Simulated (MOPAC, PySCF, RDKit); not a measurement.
Pair of molecules: NH3 (SMILES N) (first 4 atoms) with HCl (SMILES Cl); geometry from B3LYP-D3(BJ)/def2-TZVP, rigid monomers moved along the line of their centres of mass till N1···H6 is 3.12 Å.
(charge 0, multiplicity 1):
```xyz
6

N     -0.030     0.077     0.609
H     -0.520    -0.755     0.299
H     -0.465     0.882     0.173
H      0.928     0.020     0.285
Cl    -0.173     0.425     5.054
H     -0.130     0.320     3.716
```

Monomers are frozen at their geometry in the pair; levels with a basis set take the counterpoise correction. Rows marked so take none. RDKit's UFF carries no charges.

Rows in 6-31G* carry no dispersion term and start afresh at each structure (6-31G* with six Cartesian d functions). The state that AM1, PM6 reach isn't checked.

The values were computed with MOPAC for AM1, PM6 (differences of heats of formation); PySCF for 6-31G* rows; RDKit for the force fields. Each number belongs to the level named beside it.

Q: One of these levels gives -10.8 meV for the interaction energy. Name it.
A. AM1
B. UFF
C. PM6
D. BP86/6-31G* (no counterpoise)

A: B, UFF. The others give -76.6 (AM1), -109.8 (PM6), -178.2 (BP86/6-31G* (no counterpoise))
